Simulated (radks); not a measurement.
Species: neutral magnesium. Configuration: [He] 2s1.5 2p6 3s2 3p0.5 (fractional occupations, a model configuration).

Method: Dirac Kohn-Sham, BLYP, spin-unpolarised, spherical densities, point nucleus; open shells fill j = l - 1/2 first; computed with a radial shooting solver on a logarithmic mesh with Libxc functionals.

Energy parts (eV):
total: -5412.630
kinetic: 5421.090
electron-nucleus: -12917.266
Hartree: 2522.347
exchange-correlation: -438.801

Orbitals (lengths in bohr, moments of r in powers of bohr; r(max) is where P^2 peaks; r(90%) holds 90 % of the orbital's charge):
orbital  occ.  eigenvalue (eV)   r(max)     <r>  r(90%)     <r^4>
1s1/2       2        -1271.498  0.08503  0.1306   0.234  0.001372
2s1/2     1.5         -87.5960   0.5430  0.6878    1.09    0.6126
2p1/2       2         -54.8134   0.4710  0.6689    1.14    0.7607
2p3/2       4         -54.5106   0.4725  0.6711    1.14    0.7698
3s1/2       2          -5.9532    2.310   2.852    4.40     161.6
3p1/2     0.5          -1.9227    3.034   4.030    6.49     784.6
3p3/2       0          -1.9125    3.042   4.040    6.50     792.5

The highest occupied level is 3p1/2 at -1.923 eV. Summed over all electrons, <r^2> = 33.30 bohr^2, which gives a Langevin (diamagnetic) susceptibility term of -26.4 x 10^-6 cm^3/mol.
